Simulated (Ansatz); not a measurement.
Ansatz results at the PBE0-D4/def2-TZVP geometry: ideal-gas entropy at 298 K and 1 bar (rigid rotor, harmonic PBE0-D4/def2-TZVP) 379 J/(mol·K); HOMO energy (PBE/def2-TZVPP) -5.45 eV; HOMO–LUMO gap (ωB97M-V/def2-TZVPP) 10.75 eV.

Each molecule was computed in one conformer, which needn't be the lowest.

Q: Which molecule gave them?
A. `C[B](Cl)[InH2]`
B. `PBSP`
C. `C[NH][GaH][CH2]F`
D. `[NH2][GeH2][B](O)O`

A: D. The others give `C[NH][GaH][CH2]F`: 370, -5.48, 10.15; `PBSP`: 350, -6.25, 9.95; `C[B](Cl)[InH2]`: 369, -5.85, 8.75.
